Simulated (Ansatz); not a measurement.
Geometry optimisation, Ansatz 0.2.0, RKS r2SCAN/STO-3G.

input.yaml

```yaml
crystal:
  periodic: [false, false, false]
  atoms:
    - { symbol: "N", position_ang: [-0.08602, 2.20925, -0.17699] }
    - { symbol: C, position_ang: [0.40315, 1.11453, -0.01235] }
    - { symbol: C, position_ang: [0.78099, -0.08031, 0.34915] }
    - { symbol: Al, position_ang: [-0.53867, -1.51072, 0.13033] }
    - { symbol: H, position_ang: [0.83788, 1.52584, -0.92336] }
    - { symbol: H, position_ang: [1.79477, -0.22088, 0.70906] }
    - { symbol: H, position_ang: [-1.63669, -1.44346, -0.96434] }
    - { symbol: H, position_ang: [-0.59172, -2.78065, 1.01162] }
basis:
  gaussian: { orbitals: STO-3G }
hamiltonian:
  xc: r2scan
relax:
  f_tol: 0.02
  max_steps: 50
```

Command:

```bash
$ ansatz run input.yaml --threads 1 --pin off --max-ram 2048MiB --backend cpu --events-out ev --progress --plain --runs-dir out
```

Where does it end, and by what steps?

It converged. Limits of this set-up: minimal basis. After 15 steps the energy has fallen by 4.195 eV; H5 moved furthest, 0.95 Å. The start is strongly strained (largest force component 9 eV/Å), so its close contacts needn't be bonds. Parted: C2–H5. Joined: N1–H5.

```csv
step,energy less start (eV),largest force component (eV/Å),accepted
0,0.0000,8.648,yes
1,-1.0854,2.301,yes
2,-1.5049,2.513,yes
3,-2.5107,4.290,yes
4,-3.3524,3.936,yes
5,-3.8078,2.293,yes
6,-4.0791,1.395,yes
7,-4.1029,1.364,yes
8,-4.1832,0.479,yes
9,-4.1901,0.230,yes
10,-4.1824,0.279,no
11,-4.1928,0.151,yes
12,-4.1942,0.064,yes
13,-4.1943,0.047,yes
14,-4.1945,0.025,yes
15,-4.1946,0.019,yes
```

```xyz
8
Properties=species:S:1:pos:R:3
N 0.217 2.104 -0.404
C 0.550 0.933 -0.033
C 0.687 -0.262 0.511
Al -0.577 -1.616 0.175
H 0.620 2.332 -1.370
H 1.565 -0.418 1.151
H -1.702 -1.323 -0.771
H -0.395 -2.936 0.864
```

Whether the end is a true minimum wasn't checked by a vibrational analysis.

The run took 41 s on 1 thread of AMD EPYC 7R43 64-Core Processor (Zen 3), with other jobs on the host, peak memory 0.14 GiB.
